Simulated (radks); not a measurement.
The numbers below are computed, except where a source is named.
Question: The mean radii <r> (bohr) of the occupied orbitals of an atom or ion are listed with their occupations. Level of theory: non-relativistic Kohn-Sham, LB94 model potential, spin-polarised, spherical densities, point nucleus (a radial shooting solver on a logarithmic mesh with Libxc functionals).

orbital  occ.      <r>
1s down     1  0.02978
1s up       1  0.02978
2s up       1   0.1280
2s down     1   0.1279
2p down     3   0.1089
2p up       3   0.1090
3s up       1   0.3309
3s down     1   0.3315
3p up       3   0.3192
3p down     3   0.3198
3d up       5   0.2848
3d down     2   0.2851

Name the element and its charge. Open shells, if any, are filled with parallel spins first.

Answer: Z = 51, antimony, charge +26: Sb26+ in [Ar] 3d7. The 1s radius gives Z: for a bare nucleus <r> = 1.5/Z, 0.02941 bohr for Z = 51, and screening makes it slightly larger (0.02978 here). The occupations add up to 25, and the charge is Z minus that.
